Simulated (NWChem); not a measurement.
System: CH$_{4}$Be; SMILES [BeH][CH3]

Excerpt of the output:

```
             Northwest Computational Chemistry Package (NWChem) 7.3.0
             --------------------------------------------------------

                             Geometry "geometry" -> ""
                             -------------------------

 Output coordinates in angstroms (scale by  1.889725989 to convert to a.u.)

  No.       Tag          Charge          X              Y              Z
 ---- ---------------- ---------- -------------- -------------- --------------
    1 Be                   4.0000     0.00000000     0.00000000    -1.06059400
    2 H                    1.0000     0.00000000     0.00000000    -2.40496800
    3 C                    6.0000     0.00000000     0.00000000     0.61892100
    4 H                    1.0000     0.72357300     0.73124800     1.04428600
    5 H                    1.0000     0.27149300    -0.99225600     1.04428600
    6 H                    1.0000    -0.99506600     0.26100800     1.04428600

 Effective nuclear repulsion energy (a.u.)      22.7854084498

  pbe96 is a nonlocal functional; adding pw91lda local functional.

                                 NWChem DFT Module
                                 -----------------

 Summary of "ao basis" -> "ao basis" (spherical)
 ------------------------------------------------------------------------------
       Tag                 Description            Shells   Functions and Types
 ---------------- ------------------------------  ------  ---------------------
 Be                         def2-svp                 5        9   3s2p
 H                          def2-svp                 3        5   2s1p
 C                          def2-svp                 6       14   3s2p1d

            General Information
            -------------------
          SCF calculation type: DFT
          Wavefunction type:  closed shell.
          No. of atoms     :     6
          No. of electrons :    14
           Alpha electrons :     7
            Beta electrons :     7
          Charge           :     0
          Spin multiplicity:     1
          Use of symmetry is: off; symmetry adaption is: off
          Maximum number of iterations: 150
          AO basis - number of functions:    43
                     number of shells:    23
          Convergence on energy requested:  1.00D-06
          Convergence on density requested:  1.00D-05
          Convergence on gradient requested:  5.00D-04

              XC Information
              --------------
                     Hartree-Fock (Exact) Exchange  1.000
                     LC-wPBE(h)Exchange Functional  0.800
            Perdew 1991 LDA Correlation Functional  1.000 local
           PerdewBurkeErnz. Correlation Functional  1.000 non-local

           Range-Separation Parameters
           ---------------------------
           Alpha           :  0.20
           Beta            :  0.80
           Gamma           :  0.20
           Short-Range HF  :     F

             Grid Information
             ----------------
          Grid used for XC integration:  medium
          Radial quadrature: Mura-Knowles
          Angular quadrature: Lebedev.
          Tag              B.-S. Rad. Rad. Pts. Rad. Cut. Ang. Pts.
          ---              ---------- --------- --------- ---------
          Be                  1.05       49           8.0       434
          H                   0.35       45          10.0       434
          C                   0.70       49           9.0       434
          Grid pruning is: on
          Number of quadrature shells:   278
          Spatial weights used:  Erf1

      Superposition of Atomic Density Guess
      -------------------------------------

 Sum of atomic energies:         -54.17565343

      Non-variational initial energy
      ------------------------------

 Total energy =     -54.943907
 1-e energy   =    -115.843293
 2-e energy   =      38.113978
 HOMO         =      -0.356263
 LUMO         =       0.041774

   convergence    iter        energy       DeltaE   RMS-Dens  Diis-err
 ---------------- ----- ----------------- --------- --------- ---------
 d= 0,ls=0.0,diis     1    -55.1055737354 -7.79D+01  9.94D-03  1.35D-01
 d= 0,ls=0.0,diis     2    -55.1221031236 -1.65D-02  3.36D-03  3.19D-02
 d= 0,ls=0.0,diis     3    -55.1262192769 -4.12D-03  1.24D-03  3.67D-03
 d= 0,ls=0.0,diis     4    -55.1267602951 -5.41D-04  2.50D-04  1.38D-05
 d= 0,ls=0.0,diis     5    -55.1267667345 -6.44D-06  3.77D-05  2.46D-07
 d= 0,ls=0.0,diis     6    -55.1267668514 -1.17D-07  4.15D-06  5.19D-09

         Total DFT energy =      -55.126766851359
      One electron energy =     -117.829167155038
           Coulomb energy =       49.586329702609
    Exchange-Corr. energy =       -9.669337848715
 Nuclear repulsion energy =       22.785408449785

 Numeric. integr. density =       13.999999568288

                       DFT Final Molecular Orbital Analysis
                       ------------------------------------

 Vector    5  Occ=2.000000D+00  E=-4.644407D-01
              MO Center=  4.6D-02, -2.3D-01,  7.9D-01, r^2= 1.3D+00
   Bfn.  Coefficient  Atom+Function         Bfn.  Coefficient  Atom+Function
  ----- ------------  ---------------      ----- ------------  ---------------
    19      0.404767  3 C  py                34     -0.354157  5 H  s
    22      0.203029  3 C  py                39      0.188333  6 H  s
    29      0.165824  4 H  s                 35     -0.145514  5 H  s
    18     -0.126875  3 C  px                40      0.077381  6 H  s
    30      0.068133  4 H  s                 21     -0.063640  3 C  px

 Vector    6  Occ=2.000000D+00  E=-4.144237D-01
              MO Center=  2.4D-07,  2.0D-07, -1.3D+00, r^2= 2.4D+00
   Bfn.  Coefficient  Atom+Function         Bfn.  Coefficient  Atom+Function
  ----- ------------  ---------------      ----- ------------  ---------------
     2      0.391267  1 Be s                 10      0.336241  2 H  s
    20     -0.251285  3 C  pz                 1     -0.215738  1 Be s
    23     -0.176695  3 C  pz                11      0.160217  2 H  s
     6      0.081711  1 Be pz                17      0.081596  3 C  s
     9     -0.074929  1 Be pz                29     -0.068908  4 H  s

[...]

                                NWChem TDDFT Module
                                -------------------

            General Information
            -------------------
           No. of orbitals :      86
            Alpha orbitals :      43
             Beta orbitals :      43
        Alpha frozen cores :       0
         Beta frozen cores :       0
     Alpha frozen virtuals :       0
      Beta frozen virtuals :       0
         Spin multiplicity :       1
    Number of AO functions :      43
        Use of symmetry is : off
      Symmetry adaption is : off
         Schwarz screening :  0.10D-07

              XC Information
              --------------
              Hartree-Fock (Exact) Exchange   1.00
              LC-wPBE(h)Exchange Functional   0.80
     Perdew 1991 LDA Correlation Functional   1.00 local
    PerdewBurkeErnz. Correlation Functional   1.00 non-local
           Alpha           :  0.20
           Beta            :  0.80
           Gamma           :  0.20

             TDDFT Information
             -----------------
          Calculation type : TDDFT
         Wavefunction type : Restricted singlets
          No. of electrons :      14
           Alpha electrons :       7
            Beta electrons :       7
              No. of roots :       8
          Max subspacesize :    5600
            Max iterations :     100
               Target root :       1
           Target symmetry : none
      Symmetry restriction : off
                 Algorithm : Optimal
        Davidson threshold :  0.10D-03

    8 smallest eigenvalue differences (eV)
--------------------------------------------------------
  No. Spin  Occ  Vir  Irrep   E(Occ)    E(Vir)   E(Diff)
--------------------------------------------------------
    1    1    7    8 a        -0.380     0.052    11.734
    2    1    7    9 a        -0.380     0.052    11.734
    3    1    6    8 a        -0.414     0.052    12.679
    4    1    6    9 a        -0.414     0.052    12.679
    5    1    7   10 a        -0.380     0.089    12.741
    6    1    6   10 a        -0.414     0.089    13.686
    7    1    5    8 a        -0.464     0.052    14.041
    8    1    4    8 a        -0.464     0.052    14.041
--------------------------------------------------------

  Entering Davidson iterations
  Restricted singlet excited states

  Iter   NTrls   NConv    DeltaV     DeltaE      Time
  ----  ------  ------  ---------  ---------  ---------
    1      8       0     0.13E+00   0.10+100        2.4
    2     24       0     0.39E-01   0.10E-01        3.7
    3     40       0     0.26E-01   0.34E-02        3.7
    4     56       0     0.18E-01   0.28E-02        3.8
    5     72       2     0.20E-01   0.45E-02        3.8
    6     84       5     0.32E-02   0.31E-03        3.1
    7     90       5     0.48E-03   0.62E-05        2.1
    8     96       8     0.58E-04   0.12E-06        2.1
  ----  ------  ------  ---------  ---------  ---------
  Convergence criterion met

  Ground state a         -55.126766851359 a.u.

  ----------------------------------------------------------------------------
  Root   1 singlet a              0.240602327 a.u.                6.5471 eV
  ----------------------------------------------------------------------------
     Transition Moments    X -0.06489   Y  0.06524   Z -0.00000
     Dipole Oscillator Strength                    0.0013582629
     Electric Quadrupole                           0.0000002285
     Magnetic Dipole                               0.0000037696
     Total Oscillator Strength                     0.0013622611

     Occ.    6  a   ---  Virt.    8  a    0.05464 X
     Occ.    7  a   ---  Virt.    8  a    0.99092 X
     Occ.    7  a   ---  Virt.   17  a   -0.08613 X
  ----------------------------------------------------------------------------
  Root   2 singlet a              0.240602422 a.u.                6.5471 eV
  ----------------------------------------------------------------------------
     Transition Moments    X -0.06524   Y -0.06489   Z -0.00000
     Dipole Oscillator Strength                    0.0013581861
     Electric Quadrupole                           0.0000002285
     Magnetic Dipole                               0.0000037697
     Total Oscillator Strength                     0.0013621843

     Occ.    6  a   ---  Virt.    9  a    0.05464 X
     Occ.    7  a   ---  Virt.    9  a    0.99092 X
     Occ.    7  a   ---  Virt.   16  a    0.08613 X
  ----------------------------------------------------------------------------
  Root   3 singlet a              0.298148285 a.u.                8.1130 eV
  ----------------------------------------------------------------------------
     Transition Moments    X -0.73939   Y -0.88669   Z  0.00003
     Dipole Oscillator Strength                    0.2649394313
     Electric Quadrupole                           0.0000017289
     Magnetic Dipole                               0.0000028747
     Total Oscillator Strength                     0.2649440350

     Occ.    6  a   ---  Virt.    9  a    0.99146 X
     Occ.    7  a   ---  Virt.    9  a   -0.05289 X
  ----------------------------------------------------------------------------
  Root   4 singlet a              0.298148495 a.u.                8.1130 eV
  ----------------------------------------------------------------------------
     Transition Moments    X  0.88669   Y -0.73939   Z -0.00000
     Dipole Oscillator Strength                    0.2649396779
     Electric Quadrupole                           0.0000017289
     Magnetic Dipole                               0.0000028747
     Total Oscillator Strength                     0.2649442815

     Occ.    6  a   ---  Virt.    8  a   -0.99146 X
     Occ.    7  a   ---  Virt.    8  a    0.05289 X
  ----------------------------------------------------------------------------
  Root   5 singlet a              0.304079196 a.u.                8.2744 eV
  ----------------------------------------------------------------------------
     Transition Moments    X -0.00004   Y -0.00003   Z -0.75135
     Dipole Oscillator Strength                    0.1144398717
     Electric Quadrupole                           0.0000000204
     Magnetic Dipole                               0.0000000000
     Total Oscillator Strength                     0.1144398921

     Occ.    6  a   ---  Virt.   10  a   -0.32714 X
     Occ.    6  a   ---  Virt.   11  a   -0.05014 X
     Occ.    7  a   ---  Virt.   10  a    0.92960 X
     Occ.    7  a   ---  Virt.   11  a    0.13249 X
  ----------------------------------------------------------------------------
  Root   6 singlet a              0.341500410 a.u.                9.2927 eV
  ----------------------------------------------------------------------------
     Transition Moments    X -0.00001   Y  0.00001   Z -0.00000
     Dipole Oscillator Strength                    0.0000000000
     Electric Quadrupole                           0.0000000000
     Magnetic Dipole                               0.0000001735
     Total Oscillator Strength                     0.0000001735

     Occ.    4  a   ---  Virt.    8  a   -0.60718 X
     Occ.    4  a   ---  Virt.    9  a    0.35378 X
     Occ.    4  a   ---  Virt.   13  a    0.06246 X
     Occ.    5  a   ---  Virt.    8  a   -0.35379 X
     Occ.    5  a   ---  Virt.    9  a   -0.60718 X
     Occ.    5  a   ---  Virt.   12  a    0.06246 X
  ----------------------------------------------------------------------------
  Root   7 singlet a              0.344642617 a.u.                9.3782 eV
  ----------------------------------------------------------------------------
     Transition Moments    X -0.11669   Y  0.10540   Z -0.00000
     Dipole Oscillator Strength                    0.0056809742
     Electric Quadrupole                           0.0000000724
     Magnetic Dipole                               0.0000000123
     Total Oscillator Strength                     0.0056810589

     Occ.    4  a   ---  Virt.    8  a    0.64162 X
     Occ.    4  a   ---  Virt.    9  a    0.27183 X
     Occ.    4  a   ---  Virt.   10  a   -0.05758 X
     Occ.    4  a   ---  Virt.   17  a   -0.05012 X
     Occ.    5  a   ---  Virt.    8  a    0.27183 X
     Occ.    5  a   ---  Virt.    9  a   -0.64162 X
     Occ.    5  a   ---  Virt.   10  a    0.09773 X
     Occ.    5  a   ---  Virt.   16  a   -0.05013 X
     Occ.    7  a   ---  Virt.   13  a   -0.05903 X
  ----------------------------------------------------------------------------
  Root   8 singlet a              0.344642789 a.u.                9.3782 eV
  ----------------------------------------------------------------------------
     Transition Moments    X -0.10539   Y -0.11668   Z -0.00000
     Dipole Oscillator Strength                    0.0056800062
     Electric Quadrupole                           0.0000000724
     Magnetic Dipole                               0.0000000123
     Total Oscillator Strength                     0.0056800909

     Occ.    4  a   ---  Virt.    8  a    0.27184 X
     Occ.    4  a   ---  Virt.    9  a   -0.64163 X
     Occ.    4  a   ---  Virt.   10  a   -0.09773 X
     Occ.    4  a   ---  Virt.   16  a   -0.05013 X
     Occ.    5  a   ---  Virt.    8  a   -0.64161 X
     Occ.    5  a   ---  Virt.    9  a   -0.27183 X
     Occ.    5  a   ---  Virt.   10  a   -0.05758 X
     Occ.    5  a   ---  Virt.   17  a    0.05013 X
     Occ.    7  a   ---  Virt.   12  a   -0.05902 X

[...]
```

Level: LRC-wPBEh/def2-SVP, full TDDFT. Structure relaxed at the PBE-D3(BJ)/def2-SVP level.

Task: Which NWChem input produces such a log?

Result: This is not unique; one that fits is the input that was run:
```
start job
memory heap 200 mb stack 900 mb global 1100 mb
geometry units angstroms noautosym nocenter noautoz
  Be     0.000000     0.000000    -1.060594
  H      0.000000     0.000000    -2.404968
  C      0.000000     0.000000     0.618921
  H      0.723573     0.731248     1.044286
  H      0.271493    -0.992256     1.044286
  H     -0.995066     0.261008     1.044286
end
basis spherical
  * library def2-svp
end
dft
  xc xwpbe 0.80 cpbe96 1.0 hfexch 1.00
  cam 0.2 cam_alpha 0.2 cam_beta 0.8
  iterations 150
end
tddft
  nroots 8
  notriplet
end
task tddft energy
```
